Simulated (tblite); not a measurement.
Species: C₅H₇BrOSi.
Atom-mapped SMILES: `[SiH3:1][O:2]/[C:3]([Br:4])=[CH:5]\[CH:6]1[CH:7]=[CH:8]1` (hydrogens: H9, H10, H11 on Si1; H12 on C5; H13 on C6; H14 on C7; H15 on C8)

Computed with GFN2-xTB (tblite), gas phase: L-BFGS steps from a force-field or distance-geometry start until the largest atomic force falls under 0.01 eV/Å.

Geometry at step 12:
```
atom  x, y, z in Å
Si1     2.4860    0.6457   -0.2673
O2      1.4601   -0.6088   -0.5446
C3      0.6531   -1.1739    0.3433
Br4     1.5551   -2.2641    1.6515
C5     -0.6617   -1.0404    0.4208
C6     -1.4471   -0.2246   -0.5434
C7     -2.7708    0.3523   -0.1391
C8     -1.7904    1.2032   -0.2144
H9      1.6857    1.7343    0.3150
H10     2.9218    0.8883   -1.6332
H11     3.5415    0.2031    0.6515
H12    -1.1945   -1.5334    1.2192
H13    -1.2682   -0.4818   -1.5857
H14    -3.7769    0.1249    0.1111
H15    -1.3979    2.1832   -0.1159
```

Task: Give the atomic forces at this geometry.

Result: 
```json
{"atom": "Si1", "Fx (eV/Å)": "0.049", "Fy (eV/Å)": "0.054", "Fz (eV/Å)": "-0.002"}
{"atom": "O2", "Fx (eV/Å)": "-0.068", "Fy (eV/Å)": "0.020", "Fz (eV/Å)": "0.042"}
{"atom": "C3", "Fx (eV/Å)": "-0.021", "Fy (eV/Å)": "-0.048", "Fz (eV/Å)": "0.027"}
{"atom": "Br4", "Fx (eV/Å)": "0.041", "Fy (eV/Å)": "-0.004", "Fz (eV/Å)": "0.010"}
{"atom": "C5", "Fx (eV/Å)": "-0.078", "Fy (eV/Å)": "-0.002", "Fz (eV/Å)": "-0.023"}
{"atom": "C6", "Fx (eV/Å)": "0.065", "Fy (eV/Å)": "-0.016", "Fz (eV/Å)": "-0.096"}
{"atom": "C7", "Fx (eV/Å)": "0.149", "Fy (eV/Å)": "0.074", "Fz (eV/Å)": "0.097"}
{"atom": "C8", "Fx (eV/Å)": "-0.144", "Fy (eV/Å)": "-0.053", "Fz (eV/Å)": "0.071"}
{"atom": "H9", "Fx (eV/Å)": "0.147", "Fy (eV/Å)": "-0.073", "Fz (eV/Å)": "-0.012"}
{"atom": "H10", "Fx (eV/Å)": "-0.033", "Fy (eV/Å)": "-0.055", "Fz (eV/Å)": "0.051"}
{"atom": "H11", "Fx (eV/Å)": "-0.099", "Fy (eV/Å)": "0.104", "Fz (eV/Å)": "-0.076"}
{"atom": "H12", "Fx (eV/Å)": "-0.009", "Fy (eV/Å)": "-0.028", "Fz (eV/Å)": "-0.007"}
{"atom": "H13", "Fx (eV/Å)": "0.021", "Fy (eV/Å)": "-0.010", "Fz (eV/Å)": "0.007"}
{"atom": "H14", "Fx (eV/Å)": "-0.019", "Fy (eV/Å)": "-0.016", "Fz (eV/Å)": "-0.079"}
{"atom": "H15", "Fx (eV/Å)": "-0.001", "Fy (eV/Å)": "0.052", "Fz (eV/Å)": "-0.010"}
```

The largest, 0.19 eV/Å, acts on C7; the rms over all components is 0.062 eV/Å. The forces sum to zero within rounding, as they must for an isolated molecule in no field.

Task: Give the force on C7 in Eh/bohr and in nN.

Result: 0.193 eV/Å ÷ 51.422 = 0.00375 Eh/bohr, and 0.193 eV/Å × 1.602 = 0.31 nN.

Task: How far is this geometry from the end of the optimisation?

Result: 0.178 eV above it, and 1.231 Å rms away after alignment. The bonds farthest from their final lengths, with half the difference of the two atoms' forces along the bond (positive lengthens):

```csv
bond,now (Å),final (Å),force along bond (eV/Å)
C5–C6,1.487,1.474,-0.02
Si1–H9,1.471,1.462,-0.08
C6–C7,1.499,1.508,+0.01
Si1–H11,1.468,1.462,-0.08
C3=C5,1.324,1.330,+0.03
Si1–O2,1.644,1.639,+0.05
```

The angle farthest from its final value is Si1–O2–C3, 126.3° against 132.9°.

What follows is the cost of the whole relaxation. On one thread of an Arm Neoverse N1, on a shared host, this took 2.4 s of wall time.
